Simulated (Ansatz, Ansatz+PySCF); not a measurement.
```json
{"atom": "N", "x (Å)": "0.0000", "y (Å)": "0.0000", "z (Å)": "-0.2028"}
{"atom": "H", "x (Å)": "0.0000", "y (Å)": "0.0000", "z (Å)": "1.4197"}
```

Basis set: 6-31G (spherical functions). Frozen core: 1 orbital. Correlation on ROHF uses semicanonical orbitals with singles. Charge 0, multiplicity 3.

Computed with Ansatz (development build ahead of 0.2.0); each method stands on the lowest determinant of its kind that the runs found.

The atomization energy at this shape (free ground-state atoms in the same class of orbitals less the molecule, no zero-point energy) of triplet NH:

```json
{"method": "PBE0 (unrestricted)", "atomization energy": "29.67 kcal/mol"}
{"method": "ROHF-CCSD(T)", "atomization energy": "24.02 kcal/mol"}
{"method": "UHF-MP2", "atomization energy": "9.79 kcal/mol"}
{"method": "ROHF-MP2", "atomization energy": "8.28 kcal/mol"}
```

Problem. What does UHF give?

Solution. 3.19 kcal/mol. Caution for PBE0 (unrestricted), UHF-MP2, UHF: the unrestricted determinant is spin contaminated. Caution for ROHF-CCSD(T), ROHF-MP2: an unrestricted determinant lies well below. Caution for ROHF-CCSD(T), UHF-MP2, ROHF-MP2: bonds are stretched, where a single reference can fail.

This basis has no polarisation functions and is too small for such energies, which can lie far from measured ones in either direction.
